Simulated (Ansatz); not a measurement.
Stepwise reaction of `CCB(O)CC` with hydrogen sulfide, as a gas-phase model of exchange steps in deposition or etching. ΔE in kJ/mol.

Isolated molecules relaxed with PBE0-D4/def2-TZVP in Ansatz; ΔE leaves out vibrations. CCSD(T)/CBS is the MP2 limit (def2-TZVPP, def2-QZVPP) plus CCSD(T) − MP2 in def2-TZVPP, frozen cores. This one scheme is used for every species. DFT in def2-TZVPP. B3LYP here is the variant with VWN-RPA as its local correlation; programs differ in this. One conformer a species, not always the lowest.

```csv
step,reaction,PBE-D4,B3LYP-D4,ωB97M-V,CCSD(T)/CBS
1,`CCB(O)CC` + H₂S → `CCB(O)S` + `CC`,-82.8,-80.0,-77.1,-77.9
```

Task: Give the row of step 2, `CCB(O)S` + H₂S → `OB(S)S` + `CC`. (Best estimate.)

Result: Computed: 
```
step                           reaction  PBE-D4  B3LYP-D4  ωB97M-V  CCSD(T)/CBS
   2  `CCB(O)S` + H₂S → `OB(S)S` + `CC`   -63.7     -61.2    -57.2        -57.8
```

Task: By hand: ΔE of the 2 steps together at CCSD(T)/CBS.

Result: (-77.9) + (-57.8) = -135.7 kJ/mol, or -67.8 kJ/mol a step.

In ΔE each step is higher than the one before. All are downhill at CCSD(T)/CBS. PBE-D4 differs from CCSD(T)/CBS by -5.9 to -4.9 kJ/mol a step. Isolated molecules leave out the surface, adducts and barriers. Largest T1 diagnostic: 0.013.
